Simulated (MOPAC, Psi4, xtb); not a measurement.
Two rigid molecules brought together: H2O2Zn ··· HCl (SMILES [OH][Zn][OH] and Cl). Monomers: optimised at B3LYP-D3(BJ) (def2-TZVP), held rigid. Orientation: a higher rigid-body minimum at GFN2-xTB. R is the distance of the centres of mass, along which the second monomer moves.

Geometry at R = 4.48 Å (first 5 atoms: monomer A):
```
7

Zn     0.0068    -0.1630    -0.0178
O      1.0741    -0.0533    -1.4337
H      1.8083     0.5610    -1.3406
O     -1.0531    -0.4510     1.3785
H     -1.8361     0.1064     1.4137
Cl    -1.3128    -1.7835     3.9888
H     -1.1349    -1.2483     2.8375
``` The table gives interaction energies.

```
R / Å       A       B       C
-----  ------  ------  ------
4.12     5.57   -6.98  -24.77
4.25   -14.70  -19.90  -34.87
4.48   -28.81  -28.41  -37.74
4.72   -29.83  -28.45  -33.81
4.87   -27.66  -26.54  -30.49
5.22   -20.53  -19.95  -22.69
5.46   -16.00  -15.25  -18.18
6.01    -8.85   -7.56  -11.21
6.71    -4.51   -3.63   -6.28
7.71    -2.07   -1.74   -2.27
8.99    -0.94   -0.82   -0.87
```

Energies in kJ/mol.

Task: Which curve belongs to which method? The methods are Psi4 1.11 with B3LYP-D3(BJ)/def2-TZVP, counterpoise-corrected; GFN1-xTB (xtb 6.7.1); PM7, restricted, heats of formation run with MOPAC.

Result: A is B3LYP-D3(BJ)/def2-TZVP; B is GFN1-xTB; C is PM7.
